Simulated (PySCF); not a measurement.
Molecular orbitals of RuN⁻

MN15 at R = 1.626 Å; Ru def2-TZVPPD with ECP28, N def2-TZVPPD; scalar-relativistic core potentials (PySCF 2.14). State: triplet, unpaired electrons π ↑, δ ↑, a mixture of terms (⟨Lz²⟩ = 5.0). Only the outer orbitals are listed, counted within each symmetry, core potentials removing the inner ones.

| spin | orbital | occ. | ε (eV) | on Ru (%) | main shells (%) |
| --- | --- | --- | --- | --- | --- |
| α | 4σ | 1 | -15.87 | 14 | 84 N s, 10 Ru d |
| α | 2π | 1 | -5.87 | 53 | 52 Ru d, 47 N p |
| α | 5σ | 1 | -5.54 | 40 | 46 N p, 39 Ru d, 13 N s |
| α | 2π | 1 | -5.23 | 53 | 52 Ru d, 46 N p |
| α | 1δ | 1 | -3.15 | 100 | 100 Ru d |
| α | 1δ | 1 | -2.95 | 100 | 100 Ru d |
| α | 6σ | 1 | -0.88 | 105 | 97 Ru s, 8 Ru d |
| α | 3π | 1 | -0.29 | 61 | 40 Ru d, 40 N p, 20 Ru p |
| α | 3π | 0 | 3.08 | 76 | 47 Ru p, 28 Ru d, 24 N p |
| α | 7σ | 0 | 3.89 | 98 | 88 Ru p, 15 Ru d, 13 N p |
| α | 4π | 0 | 4.86 | 90 | 83 Ru p, 8 N p |
| β | 4σ | 1 | -15.41 | 16 | 83 N s, 10 Ru d |
| β | 5σ | 1 | -5.09 | 37 | 46 N p, 37 Ru d, 16 N s |
| β | 2π | 1 | -4.95 | 50 | 49 N p, 48 Ru d |
| β | 2π | 1 | -4.51 | 50 | 49 N p, 48 Ru d |
| β | 1δ | 1 | -1.90 | 99 | 98 Ru d |
| β | 6σ | 1 | -0.29 | 113 | 106 Ru s |
| β | 1δ | 0 | 3.07 | 99 | 99 Ru d |
| β | 3π | 0 | 3.34 | 79 | 50 Ru p, 29 Ru d, 21 N p |
| β | 3π | 0 | 3.69 | 83 | 56 Ru p, 26 Ru d, 17 N p |

**Question.** Which are the highest filled and the lowest empty level, where do they sit, and how wide is the gap?

**Answer.** Highest filled β 6σ at -0.29 eV (in %: 106 Ru s); lowest empty β 1δ at 3.07 eV (in %: 99 Ru d); the gap at MN15 is 3.36 eV. An empty level above zero is unbound, and its energy depends on the basis.

```json
{"bond order (Mayer)": "2.21", "⟨S²⟩": "2.014", "charge on Ru (Mulliken, basis-dependent)": "-0.83", "charge on Ru (Löwdin, basis-dependent)": "-0.46", "dipole moment (positive dipole points towards N; it is taken about the centre of mass and depends on that origin)": "-0.47 D"}
```

Shares are Mulliken populations and can fall outside 0 to 100 %.

Spin–orbit coupling is left out. With d or f electrons several states lie close, and the lowest PBE0 determinant need not be the measured ground state.
